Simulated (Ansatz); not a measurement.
CH$_{6}$BGaO (`[BH2][GaH][O]C`). The species carries charge 0 and has multiplicity 1. Geometry: relaxed with PBE0-D4/def2-TZVP. It is one conformer, not always the lowest.

```xyz
10

B     1.205    0.124    2.305
Ga    0.630   -0.503    0.410
O    -0.619    0.522   -0.363
C    -1.149    0.282   -1.638
H     2.114    0.885    2.468
H     0.656   -0.271    3.292
H     1.082   -1.714   -0.489
H    -0.966    1.143   -2.290
H    -0.719   -0.606   -2.122
H    -2.234    0.137   -1.573
```

What is the dipole moment at PBE/def2-TZVPP? (Best estimate.)

Ansatz gave: 0.76 D, with components (0.51, -0.56, 0.11) D in this frame, pointing from negative to positive charge.

And with r2SCAN, B3LYP, ωB97M-V? (Estimate.)

The calculation gave: r2SCAN 0.84 D, B3LYP 0.93 D, ωB97M-V 1.00 D.

Give the Mulliken charges with PBE, B3LYP, ωB97M-V in def2-TZVPP. (Estimate.)

Computed: 
| atom | PBE | B3LYP | ωB97M-V |
| --- | --- | --- | --- |
| B1 | 0.01 | 0.01 | -0.10 |
| Ga2 | 0.15 | 0.19 | 0.20 |
| O3 | -0.33 | -0.41 | -0.41 |
| C4 | -0.12 | -0.10 | -0.15 |
| H5 | 0.05 | 0.06 | 0.10 |
| H6 | 0.05 | 0.06 | 0.10 |
| H7 | -0.06 | -0.08 | -0.04 |
| H8 | 0.09 | 0.09 | 0.11 |
| H9 | 0.07 | 0.07 | 0.09 |
| H10 | 0.09 | 0.09 | 0.11 |

B3LYP here is the variant with VWN-RPA as its local correlation; programs differ in this.
